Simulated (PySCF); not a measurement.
SbF3, SMILES [F][Sb]([F])[F].

Geometry: PBE-D3(BJ)/def2-SVP. The isomer is the one that the SMILES or the coordinates give; other isomers of the formula were not compared. The def2 effective core potentials stand for the cores of Sb; spin–orbit coupling is left out.

The numbers are results of PBE/def2-TZVPD (PySCF), not measurements.

Symmetry labels are those of the subgroup Cs that the program uses (full group C3v).

Computed valence orbital energies around the gap with their symmetry:
| orbital | symmetry | energy (eV) |
|---|---|---|
| HOMO−7 | A' | -11.42 |
| HOMO−6 | A' | -10.61 |
| HOMO−5 | A" | -9.96 |
| HOMO−4 | A' | -9.96 |
| HOMO−3 | A" | -9.59 |
| HOMO−2 | A' | -9.59 |
| HOMO−1 | A" | -9.47 |
| HOMO | A' | -8.61 |
| LUMO | A" | -2.77 |
| LUMO+1 | A' | -2.77 |
| LUMO+2 | A' | -1.77 |
| LUMO+3 | A' | 0.01 |
